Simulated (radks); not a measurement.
Spherical quantum dot in the effective-mass picture: electrons in a well V = -V0 / (1 + exp((r - R)/a)) with V0 = 12.4, R = 2.06, a = 0.16, all in effective atomic units (hartree* = m*/eps^2 hartree, bohr* = eps/m* bohr), one dielectric constant everywhere. Method: non-relativistic Kohn-Sham, exchange-only LDA, spin-polarised, spherical densities; computed with a radial shooting solver with Libxc functionals. Levels are named by radial order and angular momentum (1s, 1p, 1d, 2s, ...), and open shells are averaged over m.

N = 2, configuration 1s2. This is the lowest configuration that the search found. Occupied and some empty levels:

| level | occupation | eigenvalue (hartree*) | <r> (bohr*) |
|---|---|---|---|
| 1s | 2 | -10.012 | 1.084 |
| 1p | 0 | -8.9121 | 1.280 |
| 1d | 0 | -7.5172 | 1.415 |
| 2s | 0 | -6.8130 | 1.142 |

Energy (hartree*): total -21.4357, kinetic 1.8549, external -24.227, Hartree 1.6491, exchange-correlation -0.71283. Static polarisability (adiabatic kernel): 1.192 bohr*^3.
